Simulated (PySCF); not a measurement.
An element was calculated at UHF (PySCF 2.14, ECP, a triple-zeta basis, no spin-orbit coupling), in the ground configurations that NIST lists.

```
electron affinity          : -0.185 eV
first ionisation energy    : 8.201 eV
second ionisation energy   : 15.306 eV
third ionisation energy    : 23.059 eV
polarisability of the atom : 50.2 bohr³
```

Which element is it?

Bismuth (Bi, Z = 83), in aug-cc-pwCVTZ-PP with ECP60MDF. NIST lists 7.286, 16.703, 25.571 eV for these ionisation energies.
